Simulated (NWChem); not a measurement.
System: H$_{2}$PO$_{4}$, doublet; SMILES [O]P(=O)(O)O

NWChem input:

```
start job
memory heap 200 mb stack 900 mb global 1100 mb
geometry units angstroms
  O     -0.875936    -0.755041    -0.999396
  P     -0.038524    -0.010191     0.003602
  O     -0.992723     0.325656     1.113462
  O      0.618831     1.286761    -0.645188
  O      1.182004    -0.877542     0.535814
  H      0.670916     1.991814    -0.002933
  H      1.589505    -1.358528    -0.182215
end
basis spherical
  * library 6-31g*
end
dft
  odft
  mult 2
  xc b3lyp
  iterations 150
end
driver
  maxiter 120
end
task dft optimize
task dft freq
```

The level has its own optimisation; frequencies are unscaled. Brackets give each atom's bonded neighbours.

Q: What results follow from this input? (B3LYP/6-31G* (spherical d), spin-unrestricted.) Quantities: r O–P [O(P)–P(OOOO)] (Å); r H–O (Å); highest harmonic frequency (cm⁻¹); lowest (cm⁻¹); zero-point energy (kcal/mol); dipole (D).

A: 
```
Item                               Result
---------------------------------  ------
r O–P [O(P)–P(OOOO)] (Å)            1.526
r H–O (Å)                           0.972
highest harmonic frequency (cm⁻¹)    3753
lowest (cm⁻¹)                          88
zero-point energy (kcal/mol)         22.3
dipole (D)                           3.97
```
